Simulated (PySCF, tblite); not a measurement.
A complex of Be2+ and water

A gas-phase complex of Be2+ and water; charge +2, singlet. The structure comes from a short search (6 tight-binding starts) and was relaxed by PBE0-D3(BJ)/def2-TZVPD; another way of binding may lie lower. Frequencies by PBE0-D3(BJ)/def2-TZVPD show no clear imaginary mode.

Parts: 1 = Be2+ ([Be+2]), atoms 1, charge +2; 2 = water (O), atoms 2–4.

```xyz
4

Be    0.008   -0.612    0.000
O     0.290   -1.408    1.221
H     0.542   -1.045    2.108
H     0.257   -2.396    1.295
```
Atoms count from 1 in this order.

Contacts between parts, classed by geometry: Be1···O2 1.485 Å (bond).

The parts are joined by the bond Be1–O2, so these are energies of forming such bonds; deforming the relaxed parts to their shape in the adduct costs 1.2 kcal/mol, which the interaction energies leave out.

Interaction energies are complex less parts, with the parts frozen as they stand in it; counterpoise-corrected, in kcal/mol (PySCF).

Problem. How strongly do the parts interact, level by level?

Solution. 
```csv
level,interaction,superposition error removed
wB97M-D3(BJ)/def2-TZVPD,-146.90,-0.06
PBE0-D3(BJ)/def2-TZVPD,-148.02,-0.07
```

Problem. What holds them together? Decompose the wB97M-D3(BJ)/def2-TZVPD energy: frozen parts, their antisymmetrised product, then relaxation.

Solution. electrostatic -83.9, Pauli repulsion +41.6, orbital relaxation -103.6, dispersion correction -1.1 kcal/mol, which sum to the value before the counterpoise correction; the Pauli term holds the exchange-correlation of the frozen density too. Of the attraction, 55 % is orbital relaxation, 45 % is electrostatic, 1 % is dispersion correction.

The parts were also relaxed and run alone, at the levels used for the complex: shieldings by PBE0/pcSseg-2; core levels by delta-SCF with SCAN, pcX-2 on the ionised atom and pcseg-1 elsewhere, spin-free X2C.

Problem. How do these values change when the complex forms?

Solution. 
```json
{"property": "shielding of Be1 (ppm)", "alone": "130.4", "in the complex": "112.3", "change": "-18.0"}
{"property": "shielding of O2 (ppm)", "alone": "329.1", "in the complex": "297.5", "change": "-31.6"}
{"property": "O2 1s core level (eV)", "alone": "539.76", "in the complex": "556.64", "change": "+16.88"}
```

Problem. What are the binding energy from relaxed parts (wB97M-D3(BJ)/def2-TZVPD), and ΔH and ΔG of association at 298.15 K and 1 atm?

Solution. -145.67 kcal/mol, -143.29 with zero-point energy; ΔH -144.6 and ΔG -137.1 kcal/mol, from harmonic vibrations by PBE0-D3(BJ)/def2-TZVPD with low modes damped.

Multiply charged ions in the gas phase bind far more strongly than in solution.
